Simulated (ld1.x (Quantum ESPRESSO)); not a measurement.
## tellurium (Te), TM: configuration errors across variants

tellurium (Te), norm-conserving Troullier–Martins (Kleinman–Bylander form), made with ld1.x (Quantum ESPRESSO) 7.5 (LDA (PZ), scalar-relativistic). Core [Kr], reference 4d10 5s2 5p4. Waves: 5s (bound): rc 1.35 bohr; 5p (bound): rc 2.20 bohr; 4f channel at -0.1 Ry: rc 2.05 bohr; 4d (bound): rc 1.30 bohr. Local part: the d channel. Core correction: a·sin(br)/r model core inside 1.20 bohr.

All-electron excitation energies from the reference (eV): (1) 4d10 5s2 5p3 9.916; (2) 4d10 5s2 5p2 28.089; (3) 4d10 5s2 5p1 55.321; (4) 4d10 5s1 5p5 9.353; (5) 4d10 5s2 5p3.5 3.985; (6) 4d10 5s0 5p6 18.915; (7) 4d9 5s2 5p5 38.151; (8) 4d10 5s2 5p4 spin -0.480; (9) 4d10 5s2 5p3 spin 8.605.

Spin tests fill each open shell by Hund’s rule, majority spin first.

5 further variants failed, have other tests or another functional or relativity, and are left out.

A true bound ghost makes a file unfit for plane-wave use even where its test errors are small: the radial tests pick states by their node count and pass the ghost by.

Errors AE − PS in meV (a dash: test not solved or not reliable):

| change | (1) | (2) | (3) | (4) | (5) | (6) | (7) | (8) | (9) | bound ghosts |
| --- | --- | --- | --- | --- | --- | --- | --- | --- | --- | --- |
| base | -1.9 | -4.1 | -6.3 | -11 | -0.9 | -44 | -348 | +5.2 | +13 | s, p |
| wave 5s (bound): rc 1.35 bohr becomes 5s (bound): rc 2.08 bohr | -1.3 | -0.3 | +6.3 | -3.7 | -0.8 | -15 | -340 | +5.4 | +14 | s, p |
| wave 4f channel at -0.1 Ry: rc 2.05 bohr becomes 4f channel at 0.02 Ry: rc 2.05 bohr | -1.9 | -4.1 | -6.3 | -11 | -0.9 | -44 | -348 | +5.2 | +13 | s, p |
| local potential the p channel | -0.7 | +2.4 | +10 | -11 | -0.7 | -49 | -401 | +4.9 | +12 | none |
| wave 5p (bound): rc 2.20 bohr becomes 5p (bound): rc 2.96 bohr | -3.1 | -16 | -58 | -0.5 | -1.1 | -1.6 | -247 | -5.7 | -22 | s, p |
| wave 4f channel at -0.1 Ry: rc 2.05 bohr becomes 4f channel at -0.1 Ry: rc 2.08 bohr | -1.9 | -4.1 | -6.3 | -11 | -0.9 | -44 | -348 | +5.2 | +13 | s, p |

Problem. Give the same row for: core correction a·sin(br)/r model core inside 1.48 bohr.

Solution. -1.9, -3.9, -5.6, -8.0, -0.9, -32, -326, +5.8, +15; bound ghosts: s, p.
